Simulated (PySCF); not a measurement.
## The first ionisation energy along group 10

Calculated with PySCF 2.14 from differences of total energies of unrestricted determinants, without spin-orbit coupling. Values in eV. The last column holds reference values (NIST; (s) semi-empirical, (t) theoretical, else measured). Unmarked ones compare directly (S terms, centres of terms, or small fine structure); those marked * lie between the lowest fine-structure levels and include a spin-orbit shift.

```csv
element,configurations,UHF,MP2 (valence and next inner shell),CCSD(T) (valence and next inner shell),PBE0,SCS-MP2 (valence),CCSD(T) (valence),reference
"Ni (x2c-TZVPPall, spin-free X2C)",[Ar] 3d8 4s2 → [Ar] 3d9,8.223,6.449,7.650,7.800,7.136,7.751,7.640 *
"Pd (x2c-TZVPPall, spin-free X2C)",[Kr] 4d10 → [Kr] 4d9,6.267,8.738,8.154,8.448,8.289,8.143,8.512
"Pt (x2c-TZVPPall, spin-free X2C)",[Xe] 4f14 5d9 6s1 → [Xe] 4f14 5d9,7.594,9.086,8.851,9.090,8.695,8.749,8.959 *
```

"Valence" correlates the outer s and p shells and, in groups 3 to 12 and the f block, the outer d or f shell, open or full, or the next shell where the ion has no valence electron left; the wider scheme adds the next inner shell.
